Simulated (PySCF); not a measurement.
SrAl: from constants to spectrum

ROHF-CCSD(T) constants of SrAl, ²Π (doublet), unpaired electrons π ↑ (PySCF, scalar-relativistic core potentials, basis sets Sr def2-SVPD with ECP28, Al def2-SVPD; masses 87.9056 and 26.9815 u):

```
ωe              : 137.7 cm⁻¹
ωexe            : 1.3 cm⁻¹
Be              : 0.070745 cm⁻¹
αe              : 0.000663 cm⁻¹
D (centrifugal) : 7.47e-08 cm⁻¹
De to Sr + Al   : 0.423 eV
```

**Question.** Give the vibrational terms G(v) and spacings up to v = 6.

**Answer.** G(v) = ωe(v+½) − ωexe(v+½)².

| v | G(v) (cm⁻¹) | G(v) − G(v−1) | Bv (cm⁻¹) |
| --- | --- | --- | --- |
| 0 | 68.5 |  | 0.07041 |
| 1 | 203.6 | 135.1 | 0.06975 |
| 2 | 336.1 | 132.5 | 0.06909 |
| 3 | 466.0 | 129.9 | 0.06842 |
| 4 | 593.3 | 127.3 | 0.06776 |
| 5 | 718.0 | 124.7 | 0.06710 |
| 6 | 840.1 | 122.1 | 0.06644 |

**Question.** How well does the Morse estimate ωe²/(4ωexe) reproduce De, and what is D0?

**Answer.** It gives 0.452 eV, 107 % of the computed De. D0 = De − G(0) = 0.423 − 0.008 = 0.415 eV.

Correlated steps freeze 5 core orbitals. Correlated levels converge slowly with the basis: in double zeta they bind strong bonds too weakly, by up to about 1 eV, and carry superposition errors of some tenths. Spin–orbit coupling is left out. The state was picked by a PBE0 search and need not be the measured ground state.
